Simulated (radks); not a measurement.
The numbers below are computed, except where a source is named.
Xe3+, 51 electrons, occupied as [Kr] 4d8 5s2 5p3 6p2 (not the ground configuration). Code: a radial shooting solver on a logarithmic mesh with Libxc functionals. Model: Dirac Kohn-Sham, PBEsol, spin-unpolarised, spherical densities, finite nucleus; open shells fill j = l - 1/2 first; Fermi nuclear charge, rms radius 4.7859 fm.

Unscreened Slater integrals over Kohn-Sham orbitals (eV). Large and small components are both included. Empty in this configuration: 6p3/2.

integral,value
"F0(6p1/2,6p1/2)",6.4220
"F0(6p1/2,5p3/2)",7.8333
"G2(6p1/2,5p3/2)",0.66253
"F0(6p1/2,5p1/2)",7.8719
"G0(6p1/2,5p1/2)",0.47144
"F0(6p1/2,5s1/2)",7.9768
"G1(6p1/2,5s1/2)",0.72669
"F0(6p1/2,6p3/2)",6.3480
"G2(6p1/2,6p3/2)",3.5062
"F0(5p3/2,5p3/2)",13.346
"F2(5p3/2,5p3/2)",7.2613
"F0(5p3/2,5p1/2)",13.556
"G2(5p3/2,5p1/2)",7.3419
"F0(5p3/2,5s1/2)",14.122
"G1(5p3/2,5s1/2)",9.4779
"F0(5p3/2,6p3/2)",7.6861
"F2(5p3/2,6p3/2)",2.4065
"G0(5p3/2,6p3/2)",0.46609
"G2(5p3/2,6p3/2)",0.65644
"F0(5p1/2,5p1/2)",13.781
"F0(5p1/2,5s1/2)",14.388
"G1(5p1/2,5s1/2)",9.8881
"F0(5p1/2,6p3/2)",7.7234
"G2(5p1/2,6p3/2)",0.66391
"F0(5s1/2,5s1/2)",15.111
"F0(5s1/2,6p3/2)",7.8249
"G1(5s1/2,6p3/2)",0.76825
"F0(6p3/2,6p3/2)",6.2778
"F2(6p3/2,6p3/2)",3.4805
